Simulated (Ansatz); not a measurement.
C3H8Si, charge +1, sextet, geometry from GFN2-xTB of the parent state (a state made from the parent by changing its charge; the spin is typed, not shown lowest); R2SCAN/pcseg-1 (Ansatz, an electronic-structure program).

Input for Ansatz:
Ansatz 0.2 input:
```yaml
crystal:
  periodic: [false, false, false]
  atoms:
    - {symbol: C, position_ang: [1.05833802, 0.47727651, 0.97110393]}
    - {symbol: C, position_ang: [0.96501957, -0.69868733, 0.01191923]}
    - {symbol: Si, position_ang: [-0.84211903, -0.37976868, -0.77270691]}
    - {symbol: C, position_ang: [-0.31879072, 0.99011582, 0.58104385]}
    - {symbol: H, position_ang: [1.86318259, 1.16764572, 0.73806192]}
    - {symbol: H, position_ang: [1.13584709, 0.18482051, 2.01377110]}
    - {symbol: H, position_ang: [1.68976193, -0.65965217, -0.79669617]}
    - {symbol: H, position_ang: [0.94572194, -1.66504962, 0.50831183]}
    - {symbol: H, position_ang: [-1.87958013, -1.31092150, -0.34989867]}
    - {symbol: H, position_ang: [-0.85038746, 0.07979365, -2.15504985]}
    - {symbol: H, position_ang: [-0.29912040, 1.95664619, 0.08499323]}
    - {symbol: H, position_ang: [-1.04316039, 0.95124873, 1.39000123]}
basis:
  gaussian:
    orbitals: pcseg-1.json
hamiltonian:
  xc: r2scan
total_charge: 1
magnetization: {spin_polarized: true, initial_magnetization: 5}
```
The basis file holds pcseg-1 in the JSON format of the Basis Set Exchange.

The log (banner, timings and long lists left out):

```
Functional definition: r2SCAN
1139 factors; their error is unknown
mean field evaluation 1: about -11055.2518 eV, gradient 7.8e1 eV
mean field evaluation 2: about -10832.9582 eV, gradient 1.7e2 eV
mean field evaluation 4: about -11063.2643 eV, gradient 5.6e1 eV
mean field evaluation 8: about -11091.0639 eV, gradient 1.0e0 eV
mean field evaluation 16: about -11090.9934 eV, gradient 1.0e-2 eV
mean field evaluation 32: about -11089.8436 eV, gradient 1.1e1 eV
mean field evaluation 64: about -11090.1711 eV, gradient 6.8e-1 eV
mean field -11090.99338831 eV, -407.5864892749 hartree, gradient 2.9e-5 eV, S^2 8.761562; 9 other end points of the search recorded, 0 dependent functions left out
reference -11090.99340702 eV, -407.5864899625 hartree; 22, 17 occupied and 78, 83 virtual orbitals, 1139 factors
Total energy: -11090.99340702 eV, -407.5864899625 hartree
```
